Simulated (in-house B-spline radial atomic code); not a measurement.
Configurations of the potassium ion K²⁺, with energies counted from [Ne] 3s2 (3p1/2)2 (3p3/2)3. Method: Dirac-Hartree-Fock, average of each configuration as written, Fermi nucleus of rms radius 3.4349 fm. Calculated with an all-electron radial atomic-structure program (B-spline basis). Energies include first-order Breit, QED and recoil terms.

Occupations are held fixed; configurations that lie above the ionisation limit could autoionise.

| configuration | E - E(ref) (eV) | highest orbital | its <r> (bohr) |
| --- | --- | --- | --- |
| [Ne] 3s2 (3p3/2)4 (6g9/2)1 | 43.432 | 6g9/2 | 14.66 |
| [Ne] 3s2 (3p3/2)4 (7f7/2)1 | 44.315 | 7f7/2 | 22.26 |
| [Ne] 3s1 (3p1/2)1 (3p3/2)4 (5f5/2)1 | 62.043 | 5f5/2 | 10.35 |
| [Ne] 3s1 (3p1/2)2 (3p3/2)3 (6g7/2)1 | 63.281 | 6g7/2 | 14.66 |
| [He] 2s2 (2p1/2)2 (2p3/2)3 3s2 (3p1/2)1 (3p3/2)4 (6d3/2)1 | 322.41 | 6d3/2 | 13.95 |

Problem. Order these further configurations by energy, lowest first.
A. [He] 2s2 (2p1/2)1 (2p3/2)4 3s2 (3p1/2)2 (3p3/2)3 (3d5/2)1
B. [Ne] 3s2 (3p3/2)4 (6p1/2)1
C. [Ne] 3s1 (3p1/2)2 (3p3/2)3 (5p1/2)1
D. [Ne] 3s2 (3p1/2)1 (3p3/2)4
E. [Ne] 3s1 (3p1/2)2 (3p3/2)3 (3d3/2)1

Solution. D (0.26975 eV), B (41.714 eV), E (44.473 eV), C (58.414 eV), A (305.59 eV).
